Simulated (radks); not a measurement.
Question: Species: Gd26+. Configuration: [Kr] 4d2 (the NIST ground configuration). Calculated with a radial shooting solver on a logarithmic mesh with Libxc functionals: Dirac Kohn-Sham, PBE, spin-unpolarised, spherical densities, finite nucleus; open shells fill j = l - 1/2 first; Fermi nuclear charge, rms radius 5.1569 fm.

Spin-orbit splittings of the eigenvalues, e(l+1/2) - e(l-1/2), with zeta = 2 splitting/(2l+1) and mean radii in bohr:

shell  occ.  splitting (eV)  zeta (eV)  <r> j=l-1/2  <r> j=l+1/2
2p        6           696.2      464.2      0.07742      0.08425
3p        6           145.5      96.98       0.2316       0.2442
3d       10           31.92      12.77       0.2160       0.2199
4p        6           40.80      27.20       0.5120       0.5321
4d        2               ?          ?       0.5309       0.5367
5p        0           16.15      10.77       0.9230       0.9498

Estimate the 4d splitting.

Answer: 8.530 eV (zeta = 3.412 eV).
